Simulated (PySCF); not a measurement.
# Steps of a relaxation of TlI3

TlI3 (singlet). PySCF 2.14.0, RKS PBE, Tl def2-SVP with ECP60, I def2-SVP with ECP28; non-relativistic Hamiltonian with scalar-relativistic core potentials where named; density fitting; no spin-orbit coupling. Origin of the start: template. Columns: position (Å) and force (eV/Å). Energies are counted from the last step; some of the 10 steps are shown. Forces carry noise of the integration grid, about 0.01 to 0.03 eV/Å.

Run from Python with OMP_NUM_THREADS=2. Where DIIS fails, smearing, a level shift and second-order steps follow.
It took 63 s on 2 threads of Arm Neoverse V1, with other jobs on the host, from the converged density of the start.

```xyz
4
step 0  E = 0.966 eV
Tl   -0.5945    0.0000    0.0000     0.46    0.00    0.00
I    -0.5945    0.0000    2.7435    -0.78    0.00    0.37
I    -0.5945    0.0000   -2.7435    -0.78    0.00   -0.37
I     2.1490    0.0000    0.0000     1.09    0.00    0.00
```

```xyz
4
step 3  E = 0.196 eV
Tl   -0.1807    0.0000    0.0000     0.07    0.00    0.00
I    -1.0322    0.0000    2.7019    -0.06    0.00   -0.48
I    -1.0322    0.0000   -2.7019    -0.06    0.00    0.48
I     2.6109    0.0000    0.0000     0.04    0.00    0.00
```

```xyz
4
step 6  E = 0.007 eV
Tl    0.0675    0.0000    0.0000     0.17    0.00    0.00
I    -1.2851    0.0000    2.4227     0.04    0.00   -0.10
I    -1.2851    0.0000   -2.4227     0.04    0.00    0.10
I     2.8685    0.0000    0.0000    -0.25    0.00    0.00
```

**Question.** Where does the relaxation end?

**Answer.** It converges at step 9 in D3h:
```xyz
4
step 9  E = 0
Tl    0.0898    0.0000    0.0000
I    -1.2880    0.0000    2.3916
I    -1.2880    0.0000   -2.3916
I     2.8518    0.0000    0.0000
```

**Question.** How did the contacts change?

**Answer.** 
```csv
contact,start (Å),end (Å)
Tl1–I2 (I),2.744,2.760
Tl1–I3 (I),2.744,2.760
Tl1–I4 (I),2.744,2.762
```
